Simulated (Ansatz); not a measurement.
HNSi, SMILES N#[SiH].

Coordinates come from a B3LYP-D3(BJ)/def2-TZVPD optimisation.

Two levels are set side by side: PBE/def2-TZVPD (Ansatz, an electronic-structure program) and ωB97X-V/def2-TZVPD (Ansatz). Energy differences of separate SCF runs at the same geometry; the states with an electron removed or added have multiplicity 2 and 2. Differences are taken from unrounded values.

```json
[
 {"quantity": "vertical ionisation energy (eV)", "ωB97X-V": "9.92"},
 {"quantity": "vertical singlet–triplet gap (eV)", "ωB97X-V": "2.86"}
]
```

Question: What does PBE give, and how far is it from ωB97X-V? (The exact figures need the calculation; the answer reports its results.)

Answer: 
| quantity | PBE | PBE minus ωB97X-V |
|---|---|---|
| vertical ionisation energy (eV) | 10.29 | 0.37 |
| vertical singlet–triplet gap (eV) | 3.08 | 0.22 |
